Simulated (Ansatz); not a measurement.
`C[SiH](F)I` and `C[SiH](F)CS` differ in one atom or group.

Ansatz, PBE0-D4/def2-TZVP geometries, multiplicity 1. Each molecule was computed in one conformer, which needn't be the lowest.

Elements past krypton have def2 core potentials.  Spin–orbit coupling is left out; it splits and shifts lone-pair levels of the heavy atoms by tenths of an eV.

```tsv
property	`C[SiH](F)I`
HOMO–LUMO gap (PBE/def2-TZVPP) / eV	5.58
LUMO energy (ωB97M-V/def2-TZVPP) / eV	1.68
size of the dipole moment (PBE/def2-TZVPP) / D	1.97
LUMO energy (B3LYP/def2-TZVPP) / eV	-0.40
HOMO energy (B3LYP/def2-TZVPP) / eV	-7.50
HOMO energy (PBE/def2-TZVPP) / eV	-6.60
```

(1) Give the same properties after the change, and the shifts. (An estimate is asked.)

Answers

(1) The calculation gave: 
| property | `C[SiH](F)CS` | shift |
| --- | --- | --- |
| HOMO–LUMO gap (PBE/def2-TZVPP) / eV | 5.08 | -0.50 |
| LUMO energy (ωB97M-V/def2-TZVPP) / eV | 2.22 | 0.54 |
| size of the dipole moment (PBE/def2-TZVPP) / D | 1.56 | -0.41 |
| LUMO energy (B3LYP/def2-TZVPP) / eV | 0.18 | 0.58 |
| HOMO energy (B3LYP/def2-TZVPP) / eV | -6.61 | 0.89 |
| HOMO energy (PBE/def2-TZVPP) / eV | -5.61 | 0.99 |

With PBE0 the HOMO rises by 0.90 eV and the LUMO rises by 0.59 eV, so the gap narrows by about 0.31 eV. PBE moves the HOMO by 0.99 eV and ωB97M-V by 0.81 eV. Dipoles are sizes alone; their direction can turn.

Positive LUMOs are unbound, so they and the gaps depend on the basis.

B3LYP here is the variant with VWN-RPA as its local correlation; programs differ in this.
